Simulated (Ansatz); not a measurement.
Telling isomers of CH3F2OSi+ apart by their spectra

These gas-phase data were calculated for one isomer of CH3F2OSi+ at PBE0-D3(BJ)/pcseg-1 (harmonic, unscaled wavenumbers; equilibrium rotational constants with average atomic masses):

| Quantity | Value |
| --- | --- |
| rotational constants | 7.229, 2.792, 2.041 GHz |
| all wavenumbers above 1500 cm⁻¹ | 3265, 3262, 3122 |

Candidates:

(1) `CO[Si+](F)F`, a singlet
(2) `[CH2+]O[SiH](F)F`, a singlet

Task: Which structure fits?

Result: Candidate (1). 3 modes lie between 2750 and 3290 cm⁻¹, one for each C–H bond, while (2) has 2.

The same quantities for all candidates:

|  | rotational constants (GHz) | wavenumbers above 1500 cm⁻¹ | E above the lowest, PBE0-D3(BJ)/pcseg-1 (kcal/mol) |
| --- | --- | --- | --- |
| (1) | 7.229, 2.792, 2.041 | 3265, 3262, 3122 | 11.2 |
| (2) | 6.043, 3.346, 2.534 | 3243, 3096, 2445, 1718 | 0.0 |

Each candidate is one conformer. Programs: Ansatz 0.2.0.
